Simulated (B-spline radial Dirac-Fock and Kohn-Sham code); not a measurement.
# Satellites and hypersatellites of the K lines of In⁵⁺

System: In⁵⁺ in the configuration [Kr] 4d8.

Model: relaxed Dirac-Fock hole states (ΔSCF) with Breit and QED corrections and a finite nucleus. Program: a radial B-spline solver. Each two-hole energy is an average over J within one jj subconfiguration, not an observable level; in light atoms, where LS coupling holds, the j-resolved values are not observed lines, and for a K spectator the Kα1 hypersatellite is nearly forbidden. Correlation and solid-state effects are left out.

Lines without a spectator: Kα2 (K-L2) 23999.9 eV, Kα1 (K-L3) 24207.9 eV, Kβ3 (K-M2) 27234.4 eV, Kβ1 (K-M3) 27272.9 eV. Shifts in eV with one spectator hole (a dash: not computed, or left out as unreliable):

```tsv
spectator hole	Kα2	Kα1	Kβ3	Kβ1
L2 (2p1/2)	+61.8	+77.9	–	+165.3
L3 (2p3/2)	+60.7	+60.8	+146.7	–
M2 (3p1/2)	–	+8.96	+20.28	+24.60
M3 (3p3/2)	+6.66	–	+20.96	+20.41
```

Task: Where does the K-L3 hypersatellite lie, emitted when both K electrons are missing?

Result: +579.7 eV from the normal line, at 24787.6 eV. Removing both K electrons costs 56832.8 eV, which is 787.0 eV more than twice the K binding energy.

With n spectator holes in 2p, averaged over the 2p shell (energies in eV):

| n | KαLⁿ | step | hypersatellite KαʰLⁿ |
| --- | --- | --- | --- |
| 0 | 24138.5 | – | 24712.5 |
| 1 | 24204.0 | +65.4 | 24779.4 |
| 2 | 24270.7 | +66.7 | 24847.5 |
| 3 | 24338.7 | +68.0 | 24917.0 |
| 4 | 24408.0 | +69.3 | 24987.7 |
| 5 | 24478.5 | +70.6 | 25059.8 |

Run: 38 s of CPU time on 1 thread of Neoverse-V1 (shared host), peak memory 0.42 GiB.
